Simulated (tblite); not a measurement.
Input of a run (GFN2-xTB geometry optimisation, gas phase (tblite 0.8.0)), started from a force field or distance geometry:
```
{"job": {"kind": "relax", "xc": "GFN2-xTB", "basis": "xTB"}, "charge": 0, "multiplicity": 2}
C      3.736000     1.246900     0.628300
C      2.631000     0.488600    -0.158400
Si     1.298200    -0.456000    -1.050900
C      0.104300    -1.319700     0.053200
Si    -0.797300    -0.044700     1.055700
F     -1.756400    -0.851300     2.060300
C     -1.827200     1.114700     0.047600
F     -2.434900     0.438400    -0.952900
F     -1.028000     2.035100    -0.549200
H      1.913800    -1.481700    -1.919000
H      0.547000     0.437700    -1.982900
H     -0.607600    -1.926400    -0.520100
H      0.631000    -2.015100     0.736100
H      0.178400     0.694900     1.896700
H     -2.592800     1.646700     0.633700
```

Output (eV, eV/Å):
```
step      E/eV     max force
  0    -789.97456    9.122
  1    -792.27232    8.308
  2    -786.71981   61.830
  3    -792.60366    5.919
  4    -792.75329    4.060
  5    -792.89286    2.693
  6    -792.91911    1.390
  7    -792.96524    0.744
  8    -792.99782    1.150
  9    -793.01955    1.014
 10    -793.03973    0.241
 11    -793.04718    0.234
 12    -793.05266    0.283
 13    -793.05657    0.191
 14    -793.06053    0.207
 15    -793.06481    0.165
 16    -793.06897    0.229
 17    -793.07207    0.151
 18    -793.07391    0.128
 19    -793.07520    0.106
 20    -793.07659    0.125
 21    -793.07811    0.111
 22    -793.07955    0.095
 23    -793.08069    0.096
 24    -793.08158    0.080
 25    -793.08240    0.074
 26    -793.08324    0.068
 27    -793.08407    0.067
 28    -793.08478    0.066
 29    -793.08528    0.052
 30    -793.08565    0.047
 31    -793.08600    0.047
 32    -793.08632    0.049
 33    -793.08659    0.043
 34    -793.08677    0.034
 35    -793.08688    0.035
 36    -793.08698    0.032
 37    -793.08707    0.024
 38    -793.08713    0.022
 39    -793.08717    0.020
 40    -793.08721    0.024
 41    -793.08727    0.027
 42    -793.08737    0.037
 43    -793.08747    0.039
 44    -793.08756    0.024
 45    -793.08761    0.017
 46    -793.08767    0.021
 47    -793.08777    0.040
 48    -793.08791    0.051
 49    -793.08807    0.042
 50    -793.08822    0.031
 51    -793.08837    0.030
 52    -793.08858    0.040
 53    -793.08891    0.062
 54    -793.08930    0.079
 55    -793.08961    0.076
 56    -793.08986    0.045
 57    -793.09004    0.054
 58    -793.09023    0.047
 59    -793.09040    0.034
 60    -793.09049    0.031
 61    -793.09060    0.025
 62    -793.09072    0.030
 63    -793.09083    0.021
 64    -793.09090    0.018
 65    -793.09095    0.020
 66    -793.09103    0.036
 67    -793.09107    0.034
 68    -793.09117    0.019
 69    -793.09121    0.017
 70    -793.09123    0.016
 71    -793.09126    0.015
 72    -793.09130    0.016
 73    -793.09133    0.013
 74    -793.09135    0.007
```

Problem. Summarise the run.

Solution. The energy falls by 3.117 eV over 74 L-BFGS steps, the largest force on an atom goes from 9.12 to 0.007 eV/Å, and the atoms move by 0.211 Å rms after alignment. The bond that changes most is C1≡C2 (ends: carbon bonded to C; carbon bonded to C and Si), which shortens by 0.355 Å. Bonds longer at the end by more than 0.005 Å: 7 of 14; shorter: 5. Among the angles that change most is C2–Si3–C4, from 114.5° to 104.1°. Among the dihedrals that turn most is C4–Si5–C7–H15, from 162° to 146°. The energy rose by more than 1e-5 eV at step 2. The first step brought 74 % of the lowering.

Problem. What are the final bond lengths?

Solution. C1≡C2 1.199 Å, C2–Si3 1.871 Å, Si3–C4 1.916 Å, C4–Si5 1.883 Å, Si5–F6 1.618 Å, Si5–C7 1.937 Å, C7–F8 1.367 Å, C7–F9 1.363 Å, Si3–H10 1.468 Å, Si3–H11 1.461 Å, C4–H12 1.092 Å, C4–H13 1.090 Å, Si5–H14 1.449 Å, C7–H15 1.099 Å. Numbering counts from 1 in the input's order; the species is `[C]#C[SiH2]C[Si@H](F)C(F)F` [radical].

Its GFN2-xTB frequencies are all real (lowest 22 cm⁻¹). 3 starts were optimised and ended at 0.00, 2.09 and 3.28 kcal/mol (GFN2-xTB); the lowest of these is shown.

One conformer stands for the species.

All values are computed, not measured.
